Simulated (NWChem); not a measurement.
System: phosphorus nitride (PN); SMILES N#P

The following NWChem deck was run.

```
start job
memory heap 200 mb stack 900 mb global 1100 mb
geometry units angstroms noautoz
  N      0.000000     0.000000     1.004870
  P      0.000000     0.000000    -0.474538
end
basis spherical
  N library 3-21g
  P library 3-21g
end
dft
  xc xpbe96 cpbe96
  iterations 150
  mulliken
end
task dft energy
```

Parts of the log:

```
             Northwest Computational Chemistry Package (NWChem) 7.3.0
             --------------------------------------------------------

 ORDER OF PRIMARY AXIS IS BEING SET TO 4
 C4V symmetry detected

                             Geometry "geometry" -> ""
                             -------------------------

 Output coordinates in angstroms (scale by  1.889725989 to convert to a.u.)

  No.       Tag          Charge          X              Y              Z
 ---- ---------------- ---------- -------------- -------------- --------------
    1 N                    7.0000     0.00000000     0.00000000     1.00868727
    2 P                   15.0000     0.00000000     0.00000000    -0.47072073

 Effective nuclear repulsion energy (a.u.)      37.5580037048

      Symmetry information
      --------------------

 Group name             C4v
 Group number             18
 Group order               8
 No. of unique centers     2

  pbe96 is a nonlocal functional; adding pw91lda local functional.

                                 NWChem DFT Module
                                 -----------------

 Summary of "ao basis" -> "ao basis" (spherical)
 ------------------------------------------------------------------------------
       Tag                 Description            Shells   Functions and Types
 ---------------- ------------------------------  ------  ---------------------
 N                           3-21g                   5        9   3s2p
 P                           3-21g                   7       13   4s3p

      Symmetry analysis of basis
      --------------------------

        a1         12
        a2          0
        b1          0
        b2          0
        e          10

            General Information
            -------------------
          SCF calculation type: DFT
          Wavefunction type:  closed shell.
          No. of atoms     :     2
          No. of electrons :    22
           Alpha electrons :    11
            Beta electrons :    11
          Charge           :     0
          Spin multiplicity:     1
          Use of symmetry is: on ; symmetry adaption is: on
          Maximum number of iterations: 150
          AO basis - number of functions:    22
                     number of shells:    12
          Convergence on energy requested:  1.00D-06
          Convergence on density requested:  1.00D-05
          Convergence on gradient requested:  5.00D-04

              XC Information
              --------------
          PerdewBurkeErnzerhof Exchange Functional  1.000
            Perdew 1991 LDA Correlation Functional  1.000 local
           PerdewBurkeErnz. Correlation Functional  1.000 non-local

             Grid Information
             ----------------
          Grid used for XC integration:  medium
          Radial quadrature: Mura-Knowles
          Angular quadrature: Lebedev.
          Tag              B.-S. Rad. Rad. Pts. Rad. Cut. Ang. Pts.
          ---              ---------- --------- --------- ---------
          N                   0.65       49           6.0       434
          P                   1.00       88           6.0       590
          Grid pruning is: on
          Number of quadrature shells:   137
          Spatial weights used:  Erf1

      Superposition of Atomic Density Guess
      -------------------------------------

 Sum of atomic energies:        -392.95450076

      Non-variational initial energy
      ------------------------------

 Total energy =    -393.175838
 1-e energy   =    -617.594754
 2-e energy   =     186.860913
 HOMO         =      -0.332006
 LUMO         =      -0.036386

      Symmetry analysis of molecular orbitals - initial
      -------------------------------------------------

  Numbering of irreducible representations:

     1 a1          2 a2          3 b1          4 b2          5 e

  Orbital symmetries:

     1 a1          2 a1          3 a1          4 a1          5 e
     6 e           7 a1          8 a1          9 e          10 e
    11 a1         12 e          13 e          14 a1         15 a1
    16 e          17 e          18 a1         19 e          20 e
    21 a1

     ---------------------------------------------
      Total Density - Mulliken Population Analysis
     ---------------------------------------------

    Atom       Charge   Shell Charges
 -----------   ------   -------------------------------------------------------
    1 N    7     8.00   1.99  0.44  1.74  1.49  2.34
    2 P   15    14.00   2.00  1.97  5.86  0.87  1.34  1.00  0.95

   convergence    iter        energy       DeltaE   RMS-Dens  Diis-err
 ---------------- ----- ----------------- --------- --------- ---------
 d= 0,ls=0.0,diis     1   -393.7017759531 -4.31D+02  8.57D-02  5.70D-01
 d= 0,ls=0.0,diis     2   -392.8707607998  8.31D-01  7.43D-02  5.38D+00
 d= 0,ls=0.0,diis     3   -393.7601258899 -8.89D-01  5.72D-03  1.90D-01
 d= 0,ls=0.0,diis     4   -393.7746130271 -1.45D-02  4.49D-03  5.01D-02
 d= 0,ls=0.0,diis     5   -393.7803702049 -5.76D-03  1.79D-03  7.26D-03
  Resetting Diis
 d= 0,ls=0.0,diis     6   -393.7812184803 -8.48D-04  9.11D-05  2.93D-06
 d= 0,ls=0.0,diis     7   -393.7812187319 -2.52D-07  1.57D-04  1.44D-06
 d= 0,ls=0.0,diis     8   -393.7812142931  4.44D-06  1.28D-04  3.72D-05
 d= 0,ls=0.0,diis     9   -393.7812189176 -4.62D-06  2.23D-06  8.35D-09
 d= 0,ls=0.0,diis    10   -393.7812189187 -1.13D-09  2.23D-07  6.94D-11

         Total DFT energy =     -393.781218918715
      One electron energy =     -617.988429863793
           Coulomb energy =      216.425500977976
    Exchange-Corr. energy =      -29.776293737736
 Nuclear repulsion energy =       37.558003704839

 Numeric. integr. density =       21.999999728167

                  Occupations of the irreducible representations
                  ----------------------------------------------

                     irrep           alpha         beta
                     --------     --------     --------
                     a1                7.0          7.0
                     a2                0.0          0.0
                     b1                0.0          0.0
                     b2                0.0          0.0
                     e                 4.0          4.0

                       DFT Final Molecular Orbital Analysis
                       ------------------------------------

 Vector    9  Occ=2.000000D+00  E=-3.117920D-01  Symmetry=e
              MO Center=  1.7D-16, -6.3D-17,  3.5D-01, r^2= 1.6D+00
   Bfn.  Coefficient  Atom+Function         Bfn.  Coefficient  Atom+Function
  ----- ------------  ---------------      ----- ------------  ---------------
     7      0.354342  1 N  px                 3      0.345412  1 N  px
    16      0.345731  2 P  px                20      0.296945  2 P  px
    12     -0.174855  2 P  px                 8     -0.130799  1 N  py
     4     -0.127502  1 N  py                17     -0.127620  2 P  py
    21     -0.109612  2 P  py                13      0.064545  2 P  py

 Vector   10  Occ=2.000000D+00  E=-3.117920D-01  Symmetry=e
              MO Center=  6.6D-17,  1.8D-16,  3.5D-01, r^2= 1.6D+00
   Bfn.  Coefficient  Atom+Function         Bfn.  Coefficient  Atom+Function
  ----- ------------  ---------------      ----- ------------  ---------------
     8      0.354342  1 N  py                 4      0.345412  1 N  py
    17      0.345731  2 P  py                21      0.296945  2 P  py
    13     -0.174855  2 P  py                 7      0.130799  1 N  px
     3      0.127502  1 N  px                16      0.127620  2 P  px
    20      0.109612  2 P  px                12     -0.064545  2 P  px

 Vector   11  Occ=2.000000D+00  E=-2.669284D-01  Symmetry=a1
              MO Center= -2.5D-16, -1.6D-16,  6.3D-01, r^2= 1.8D+00
   Bfn.  Coefficient  Atom+Function         Bfn.  Coefficient  Atom+Function
  ----- ------------  ---------------      ----- ------------  ---------------
     5      0.418282  1 N  pz                 9      0.397352  1 N  pz
    18     -0.378044  2 P  pz                19      0.362532  2 P  s
     6      0.350524  1 N  s                 14      0.184086  2 P  pz
    22     -0.112818  2 P  pz                 1     -0.085420  1 N  s
     2      0.071637  1 N  s                 15     -0.046928  2 P  s

 Vector   12  Occ=0.000000D+00  E=-9.912121D-02  Symmetry=e
              MO Center=  3.0D-17, -3.4D-17,  1.3D-01, r^2= 2.0D+00
   Bfn.  Coefficient  Atom+Function         Bfn.  Coefficient  Atom+Function
  ----- ------------  ---------------      ----- ------------  ---------------
    21     -0.416826  2 P  py                 8      0.408947  1 N  py
    20      0.366541  2 P  px                 7     -0.359612  1 N  px
    17     -0.307578  2 P  py                 4      0.300204  1 N  py
    16      0.270472  2 P  px                 3     -0.263988  1 N  px
    13      0.143149  2 P  py                12     -0.125879  2 P  px

 Vector   13  Occ=0.000000D+00  E=-9.912121D-02  Symmetry=e
              MO Center= -2.2D-17, -1.9D-17,  1.3D-01, r^2= 2.0D+00
   Bfn.  Coefficient  Atom+Function         Bfn.  Coefficient  Atom+Function
  ----- ------------  ---------------      ----- ------------  ---------------
    20     -0.416826  2 P  px                 7      0.408947  1 N  px
    21     -0.366541  2 P  py                 8      0.359612  1 N  py
    16     -0.307578  2 P  px                 3      0.300204  1 N  px
    17     -0.270472  2 P  py                 4      0.263988  1 N  py
    12      0.143149  2 P  px                13      0.125879  2 P  py

[...]
```

Level: PBE/3-21G. Geometry: optimised at PBE0-D3(BJ)/def2-TZVP.
